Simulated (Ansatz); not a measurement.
Consider the hydrogen abstraction from a Ge–H bond: `[NH2][GeH]([F])[Cl]` + H• → `[NH2][Ge]([F])[Cl]`• + H₂.

Program: Ansatz. Geometries: PBE0-D4/def2-TZVP. ΔE: electronic, gas phase. CBS: MP2 limit from def2 TZ/QZ plus the TZ coupled-cluster correction, frozen cores. This one scheme is used for every species, atoms too. Functionals use def2-TZVPP. No spin–orbit coupling; open shells (•) take unrestricted orbitals. For Ge outer-core shells are correlated without core-valence functions, so the limit isn't a true one: a few kJ/mol of doubt a bond, and 10 to 20 or more in all where bonds break to atoms. Scalar relativity is left out up to krypton. One conformer a species, not always the lowest.

```tsv
species	B97M-V energy (Eh)
`[NH2][GeH]([F])[Cl]`	-2693.23995
H•	-0.50030
`[NH2][Ge]([F])[Cl]`•	-2692.60343
H₂	-1.17250
```

**Question.** Work out ΔE.

**Answer.** ΔE = (-2692.60343) + (-1.17250) − (-2693.23995) − (-0.50030) = -0.03568 Eh = -93.7 kJ/mol. CCSD(T)/CBS gives -84.1 kJ/mol.

**Question.** What do rigid-rotor, harmonic-oscillator terms from PBE0-D4/def2-TZVP frequencies (298.15 K, 1 bar) make of the CCSD(T)/CBS value? (Best estimate.)

**Answer.** Computed: ΔZPE = +3.4 kJ/mol, ΔH = -78.7 kJ/mol, ΔS = 21 J/(mol·K), ΔG = -84.8 kJ/mol. Open shells count their whole term as degenerate.

Largest T1 diagnostic among the species: 0.014.

In def2-TZVPP, CCSD(T) changes the Hartree–Fock value by −30.1 kJ/mol (the triples alone add −1.5 kJ/mol) and MP2 by −16.7 kJ/mol. At CCSD(T), def2-SVP lies +15.3 kJ/mol from the extrapolated value and def2-TZVPP +0.8 kJ/mol.
